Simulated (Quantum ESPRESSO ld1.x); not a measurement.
The manganese ion Mn12+, configuration [Ne] 3s2 3p1.

All-electron calculation, scalar-relativistic Kohn-Sham, LDA (Slater exchange, Perdew-Zunger correlation), spin-polarised, spherical densities, point nucleus; open shells are filled with parallel spins first. Program: ld1.x of Quantum ESPRESSO 7.5.

Energy parts (Ry):
| part | energy |
|---|---|
| total | -2190.4171 |
| kinetic | 2215.7181 |
| electron-nucleus | -4889.0242 |
| Hartree | 562.4811 |
| exchange-correlation | -79.5921 |

Orbitals (lengths in bohr, moments of r in powers of bohr; <r^-3> diverges for s and p1/2; r(max) is where P^2 peaks):
| orbital | occ. | eigenvalue (Ry) | r(max) | <r^-3> |
|---|---|---|---|---|
| 1s up | 1 | -496.9870 | 0.03994 | - |
| 1s down | 1 | -496.9299 | 0.03994 | - |
| 2s up | 1 | -78.9627 | 0.2319 | - |
| 2s down | 1 | -78.9036 | 0.2319 | - |
| 2p up | 3 | -70.8968 | 0.1871 | 426.4 |
| 2p down | 3 | -70.8264 | 0.1872 | 426.4 |
| 3s up | 1 | -26.5145 | 0.6768 | - |
| 3s down | 1 | -26.2737 | 0.6769 | - |
| 3p up | 1 | -24.1042 | 0.6677 | 83.09 |
| 3p down | 0 | -23.8661 | 0.6678 | 82.84 |
| 3d up | 0 | -20.5690 | 0.5740 | 10.47 |
| 3d down | 0 | -20.3527 | 0.5720 | 10.52 |
| 4s up | 0 | -12.8538 | 1.420 | - |
| 4s down | 0 | -12.7764 | 1.426 | - |
| 4p up | 0 | -11.9314 | 1.452 | 29.52 |
| 4p down | 0 | -11.8582 | 1.460 | 29.23 |

The highest occupied level is 3p up at -327.95 eV. The density falls to 0.001 e/bohr^3 at r = 1.70 bohr. Spin moment in Bohr magnetons: 1.
